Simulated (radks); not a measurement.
Task: Coherent X-ray form factor from a spherical all-electron density. All-electron calculation, scalar-relativistic Kohn-Sham, SCAN, spin-polarised, spherical densities, finite nucleus; meta-GGA in the generalised Kohn-Sham scheme; Fermi nuclear charge, rms radius of each element as measured or else 0.836 A^(1/3) + 0.57 fm. Program: a radial shooting solver on a logarithmic mesh with Libxc functionals.

| sin(theta)/lambda (1/angstrom) | f0 (electrons) |
|---|---|
| 0.05 | 41.906 |
| 0.1 | 41.627 |
| 0.15 | 41.170 |
| 0.2 | 40.544 |
| 0.25 | 39.763 |
| 0.3 | 38.845 |
| 0.4 | 36.675 |
| 0.5 | 34.202 |
| 0.6 | 31.598 |
| 0.8 | 26.572 |
| 1 | 22.391 |
| 1.25 | 18.622 |
| 1.5 | 16.059 |
| 2 | 12.386 |

The species is in the configuration that NIST lists as its ground one. Which atom or ion scatters so?

Result: The holmium ion Ho25+, [Kr] 4d6. Extrapolating in s^2 from the first two rows gives f0(0) = 42.0, near the electron count 42; among species with that count, the fall with angle is slower the higher Z, and the table is that of Z = 67; from so few rows the species is fixed only to a neighbour or two.
